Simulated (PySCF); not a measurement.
A PySCF script (with the pyscf-properties extension) for the NMR shieldings of `FC(P(CC#C)C=C)(F)F`, C6H6F3P, on a PBE0-D3(BJ)/def2-SVP geometry:

```python
import basis_set_exchange as bse
import numpy as np
from pyscf import gto, dft
from pyscf.prop import nmr

atoms = """
C     3.292657   -0.876711    0.323511
C     2.403295   -0.130487   -0.021433
C     1.303432    0.730159   -0.409688
P    -0.112080    0.594380    0.813779
C    -0.649429   -1.109855    0.463161
C    -1.900475   -1.573277    0.518616
C    -1.347331    1.546175   -0.256784
F    -2.568875    1.515673    0.284414
F    -1.455482    1.098400   -1.510045
F    -0.959576    2.825269   -0.326896
H     4.094112   -1.527302    0.621814
H     1.619268    1.786341   -0.412386
H     0.948800    0.480169   -1.422692
H     0.182076   -1.801542    0.274980
H    -2.758897   -0.926948    0.722797
H    -2.111267   -2.632776    0.346785
"""
names = dict.fromkeys(["C", "P", "F", "H"], "pcSseg-1")
basis = {el: gto.basis.parse(bse.get_basis(n, elements=[el], fmt="nwchem")) for el, n in names.items()}
mol = gto.M(atom=atoms, basis=basis, charge=0, verbose=0)
mf = dft.RKS(mol, xc="HYB_GGA_XC_B97_2")
mf.grids.level = 2
mf.grids.alignment = dft.numint.BLKSIZE   # the property module wants whole blocks of grid points
mf.conv_tol = 1e-9
mf.kernel()

calc = nmr.RKS(mf)   # GIAO
C = mf.mo_coeff
Co = C[:, mf.mo_occ > 0]
resp = mf.gen_response(singlet=True, hermi=2)
def vind(x):   # induced exchange potential for any number of trial vectors
    d = np.einsum("pi,xij,qj->xpq", C, 2 * x.reshape(-1, C.shape[1], Co.shape[1]), Co, optimize=True)
    return np.einsum("xpq,pi,qj->xij", resp(d - d.transpose(0, 2, 1)), C, Co, optimize=True).ravel()
mo1, _ = nmr.rhf.solve_mo1(calc, with_cphf=vind)
sigma = calc.kernel(mo1)
for i, s in enumerate(sigma):   # ppm
    print("%2d %-2s %9.2f" % (i, mol.atom_pure_symbol(i), np.trace(s) / 3))
```

**Question.** What are the results?

**Answer.** 
```
 0 C     109.02
 1 C     106.15
 2 C     168.03
 3 P     337.14
 4 C      49.12
 5 C      51.88
 6 C      48.28
 7 F     249.12
 8 F     258.99
 9 F     248.34
10 H      29.36
11 H      28.79
12 H      28.47
13 H      24.91
14 H      25.18
15 H      25.18
```

These numbers come from an equivalent density-fitted implementation of the same equations, which agrees with the script to about 0.01 ppm for H and up to a few tenths of a ppm for heavy atoms, so last digits may differ.

Size and cost of the density-fitted run: 207 basis functions, 33 s wall time on 1 thread of an Arm Neoverse V1, shared host; peak memory 0.97 GiB.
